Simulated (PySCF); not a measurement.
From computed data to an observable: refractive index and permittivity of the vapour

CH5ClGaNO, SMILES C[O][Ga]([NH2])[Cl].

Geometry optimised at r2SCAN-D4/def2-SVP. The structure was generated by enumeration; whether it is a known compound was not checked. Other conformers were not sampled.

PBE0/def2-TZVP run with PySCF gives a mean static polarisability of 60.4 bohr³ and a dipole moment of 3.33 D. Take an ideal gas at 298.15 K and 0.1 bar, whether or not the substance is that volatile.

**Question.** Work out n − 1 in the optical limit and the static ε − 1.

**Answer.** 
Polarisability volume α' = 60.4 × 0.148185 = 8.95 Å³. Number density N = p/kT = 2.43e-6 Å⁻³.
Dilute limit of Lorentz–Lorenz: n − 1 = 2π N α' = 0.00014.
Orientation term of Debye: μ²/(3kT) = 8.098 Å³ × μ²(D²) = 89.80 Å³.
ε − 1 = 4π N (α' + μ²/3kT) = 0.0030. Orientation of the dipole supplies 91 % of the static response; it can't follow optical fields. Vibrational polarisation and dispersion are left out.
